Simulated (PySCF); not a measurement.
A small calculation by hand: dipole moment from atomic charges

Hf(Cl)3(NH2) (Cl₃H₂HfN), SMILES [NH2][Hf]([Cl])([Cl])[Cl], multiplicity 1. Atoms are numbered in the order given.

```xyz
7

Hf     0.0154     0.0609    -0.1072
Cl    -0.1889     1.4463     1.7978
Cl     1.9643    -1.2540     0.0662
Cl    -1.9846    -1.1409    -0.4431
N      0.2566     1.2240    -1.7230
H      1.1494     1.5681    -2.0784
H     -0.4956     1.6067    -2.2971
```
Charge 0, spin multiplicity 1.

The structure is a stationary point at B3LYP-D3(BJ)/def2-SVP. The spin state was assumed, not searched. The structure was generated by enumeration; whether it is a known compound was not checked. The def2 effective core potentials stand for the cores of Hf; spin–orbit coupling is left out. The values are those of a single conformer.

Charges (e) from PySCF with PBE/def2-TZVP:

```json
[
 {"atom": "Hf1", "Mulliken": "1.119", "ESP fit": "0.793"},
 {"atom": "Cl2", "Mulliken": "-0.321", "ESP fit": "-0.229"},
 {"atom": "Cl3", "Mulliken": "-0.312", "ESP fit": "-0.202"},
 {"atom": "Cl4", "Mulliken": "-0.312", "ESP fit": "-0.201"},
 {"atom": "N5", "Mulliken": "-0.672", "ESP fit": "-0.920"},
 {"atom": "H6", "Mulliken": "0.248", "ESP fit": "0.381"},
 {"atom": "H7", "Mulliken": "0.249", "ESP fit": "0.378"}
]
```

The dipole moment of the full density is 2.71 D.

### Question
What dipole moment does each set of point charges give, and which comes closer to that of the density?

### Answer

μ = Σ q r, and 1 e Å = 4.8032 D.
Mulliken: Σ q r = (0.073, 0.318, -0.509) e Å, |μ| = 2.90 D.
ESP fit: Σ q r = (0.072, 0.278, -0.496) e Å, |μ| = 2.75 D.
ESP fit comes closer in size. Point charges leave out the atoms' own dipoles (lone pairs, polarised bonds); fits to the potential absorb them, partitions of the density don't.
